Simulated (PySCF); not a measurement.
# Niobium: a sound run and one with changed settings

Sound run: Nb⁺ [Kr] 4d4, Nb²⁺ [Kr] 4d3. Computed with PySCF 2.14 in def2-SVP with the def2 core potential (28 electrons) (5s3p2d1f, 31 functions), with a scalar-relativistic core potential. The sound run starts from symmetry-adapted Hartree-Fock orbitals and uses a fine grid where one is needed.

Changed run: 14 angular points. This setting is unsound on purpose.

```tsv
species	method	sound run (hartree)	changed run (hartree)	converged
Nb⁺	UHF	-56.09157	-56.09157	yes
Nb⁺	r2SCAN	-56.58475	-56.60855	yes
Nb⁺	M06-L	-56.55800	-56.56423	yes
Nb²⁺	UHF	-55.61309	-55.61309	yes
Nb²⁺	r2SCAN	-56.05704	-56.16874	yes
Nb²⁺	M06-L	-56.04837	-56.16869	yes
```

Ionisation energy of Nb⁺:

```
method  sound run (eV)  changed run (eV)
   UHF          13.020            13.020
r2SCAN             n/a            11.968
 M06-L             n/a            10.763
```

A coarse angular grid integrates products of high-l functions wrongly, so density functionals can shift, and the SCF can exploit the error; Hartree-Fock and MP2 need no grid.

For comparison, NIST gives 14.32 eV between the lowest levels.
